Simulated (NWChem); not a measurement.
Program: NWChem. System: H$_{3}$GeO$_{3}$, charge 1, spin multiplicity 1, at the geometry of a parent with another charge or spin, in a state set for the comparison that need not be this species' ground state. Level: RHF/def2-TZVP.

The NWChem input:

```
start mol
memory heap 200 mb stack 900 mb global 1100 mb
charge 1
geometry units angstroms nocenter noautoz noautosym
  O     -0.945168    -1.026058    -0.952786
  Ge    -0.113826    -0.042013     0.276416
  O     -0.244460     1.650967    -0.259389
  O      1.612380    -0.469170     0.184459
  H     -1.844064    -0.717890    -1.120501
  H      0.345848     2.235971     0.230959
  H      1.758630    -1.419583     0.265970
end
basis spherical
  * library def2-tzvp
end
scf
  rhf
  nopen 0
  maxiter 100
  thresh 1e-7
  semidirect memsize 60000000 filesize 0
end
task scf energy
```

Part of the output:

```
             Northwest Computational Chemistry Package (NWChem) 7.3.0
             --------------------------------------------------------

                                NWChem Input Module
                                -------------------

 Scaling coordinates for geometry "geometry" by  1.889725989
 (inverse scale =  0.529177249)

                             Geometry "geometry" -> ""
                             -------------------------

 Output coordinates in angstroms (scale by  1.889725989 to convert to a.u.)

  No.       Tag          Charge          X              Y              Z
 ---- ---------------- ---------- -------------- -------------- --------------
    1 O                    8.0000    -0.94516800    -1.02605800    -0.95278600
    2 Ge                  32.0000    -0.11382600    -0.04201300     0.27641600
    3 O                    8.0000    -0.24446000     1.65096700    -0.25938900
    4 O                    8.0000     1.61238000    -0.46917000     0.18445900
    5 H                    1.0000    -1.84406400    -0.71789000    -1.12050100
    6 H                    1.0000     0.34584800     2.23597100     0.23095900
    7 H                    1.0000     1.75863000    -1.41958300     0.26597000

 Effective nuclear repulsion energy (a.u.)     306.9554268059

            Nuclear Dipole moment (a.u.)
            ----------------------------
        X                 Y               Z
 ---------------- ---------------- ----------------
    -0.0000037795    -0.0000113384     0.0000226767


 Summary of "ao basis" -> "" (spherical)
 ------------------------------------------------------------------------------
       Tag                 Description            Shells   Functions and Types
 ---------------- ------------------------------  ------  ---------------------
 *                         def2-tzvp                  on all atoms

 Summary of "ao basis" -> "ao basis" (spherical)
 ------------------------------------------------------------------------------
       Tag                 Description            Shells   Functions and Types
 ---------------- ------------------------------  ------  ---------------------
[...]
    85      0.201285  3 O  px                88      0.187886  3 O  px
    14      0.156414  1 O  pz                93     -0.152722  3 O  pz

 Vector   30  Occ=0.000000D+00  E=-2.911591D-01
              MO Center= -2.9D-01, -1.1D-01,  7.1D-01, r^2= 2.6D+00
   Bfn.  Coefficient  Atom+Function         Bfn.  Coefficient  Atom+Function
  ----- ------------  ---------------      ----- ------------  ---------------
    37      0.654513  2 Ge s                 52      0.308855  2 Ge pz
    49      0.307265  2 Ge pz                36      0.258186  2 Ge s
    14     -0.157968  1 O  pz                35     -0.158255  2 Ge s
     8     -0.156131  1 O  pz

 Vector   31  Occ=0.000000D+00  E=-6.544093D-02
              MO Center= -8.4D-03, -2.2D-01,  6.3D-01, r^2= 5.0D+00
   Bfn.  Coefficient  Atom+Function         Bfn.  Coefficient  Atom+Function
  ----- ------------  ---------------      ----- ------------  ---------------
    51      0.993492  2 Ge py                84     -0.745237  3 O  s
   115      0.571374  4 O  s                 50     -0.445929  2 Ge px
   156     -0.405388  7 H  s                150      0.362938  6 H  s
   123     -0.248226  4 O  py                48      0.225513  2 Ge py
    93     -0.206359  3 O  pz                 5      0.178723  1 O  s

 Vector   32  Occ=0.000000D+00  E=-6.523674D-02
              MO Center= -4.5D-01,  4.6D-02,  4.9D-01, r^2= 5.1D+00
   Bfn.  Coefficient  Atom+Function         Bfn.  Coefficient  Atom+Function
  ----- ------------  ---------------      ----- ------------  ---------------
    50      0.906652  2 Ge px                 5      0.760875  1 O  s
   115     -0.535199  4 O  s                144     -0.441638  5 H  s
    52      0.437291  2 Ge pz                51      0.422354  2 Ge py
   150      0.254051  6 H  s                 84     -0.226988  3 O  s
    47      0.205179  2 Ge px                91     -0.200880  3 O  px

 center of mass
 --------------
 x =  -0.02102403 y =  -0.00779579 z =   0.05092287

 moments of inertia (a.u.)
 ------------------
         338.405277523416          11.063942050995         -73.283563037779
          11.063942050995         312.551085400042         -26.814961811650
         -73.283563037779         -26.814961811650         486.056393495453

  Mulliken analysis of the total density
  --------------------------------------

    Atom       Charge   Shell Charges
 -----------   ------   -------------------------------------------------------
    1 O    8     8.52   0.79  1.18  0.57  0.97  0.28  1.81  2.04  0.84  0.00  0.02  0.00
    2 Ge  32    30.63   2.00  2.00  1.16  0.81  0.74  0.26  5.98  4.42  1.58  0.98  0.20  8.95  1.09  0.16  0.19  0.11
    3 O    8     8.52   0.79  1.18  0.57  0.97  0.28  1.81  2.04  0.84  0.00  0.02  0.00
    4 O    8     8.52   0.79  1.18  0.57  0.97  0.28  1.81  2.04  0.84  0.00  0.02  0.00
    5 H    1     0.60   0.23  0.31  0.01  0.05
    6 H    1     0.60   0.23  0.31  0.01  0.05
    7 H    1     0.60   0.23  0.31  0.01  0.05

       Multipole analysis of the density wrt the origin
       ------------------------------------------------

     L   x y z        total         open         nuclear
     -   - - -        -----         ----         -------
     0   0 0 0      1.000000      0.000000     59.000000

     1   1 0 0     -0.608299      0.000000     -0.000004
     1   0 1 0     -0.223799      0.000000     -0.000011
     1   0 0 1      1.486931      0.000000      0.000023

     2   2 0 0    -18.705258      0.000000    126.596179
     2   1 1 0     -0.156999      0.000000     -6.315709
     2   1 0 1      0.979925      0.000000     41.774443
     2   0 2 0    -18.372665      0.000000    141.326626
     2   0 1 1      0.330374      0.000000     15.263645
     2   0 0 2    -20.621786      0.000000     42.486601

 Task  times  cpu:       87.4s     wall:       87.4s

 Total times  cpu:       87.4s     wall:       87.4s
```
